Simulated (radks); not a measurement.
The numbers below are computed, except where a source is named.
Problem. Species: Te. Configuration: [Kr] 4d10 5s2 5p3 5f1 (not the ground configuration). Code: a radial shooting solver on a logarithmic mesh with Libxc functionals. Model: Dirac Kohn-Sham, LDA (Slater exchange, Perdew-Wang correlation), spin-unpolarised, spherical densities, point nucleus; open shells fill j = l - 1/2 first. Some entries of the table are withheld. Estimate them.

orbital,occ.,eigenvalue (hartree),r(max) (bohr),<1/r> (bohr^-1)
1s1/2,2,-1160.496,0.01795,55.53
2s1/2,2,-178.1783,0.1016,12.93
2p1/2,2,-167.0430,0.07796,12.92
2p3/2,4,-156.9696,0.08267,11.95
3s1/2,2,-35.66534,0.2932,4.595
3p1/2,2,-31.07949,0.2794,4.509
3p3/2,4,-29.20264,0.2900,4.271
3d3/2,4,(1),(2),4.125
3d5/2,6,(3),(4),4.064
4s1/2,2,-6.30081,0.7009,1.839
4p1/2,2,-4.72260,0.7209,1.727
4p3/2,4,-4.36230,0.7457,1.648
4d3/2,4,-1.84196,0.8057,1.382
4d5/2,6,-1.78762,0.8148,1.362
5s1/2,2,-0.82124,1.771,0.6434
5p1/2,2,-0.48565,2.042,0.5350
5p3/2,1,-0.45072,2.128,0.5109
5f5/2,1,-0.01357,(5),0.04405
5f7/2,0,-0.01357,(6),0.04405

Solution. 
(1) 3d3/2 eigenvalue (hartree): -21.08247
(2) 3d3/2 r(max) (bohr): 0.2359
(3) 3d5/2 eigenvalue (hartree): -20.68955
(4) 3d5/2 r(max) (bohr): 0.2389
(5) 5f5/2 r(max) (bohr): 32.11
(6) 5f7/2 r(max) (bohr): 32.11
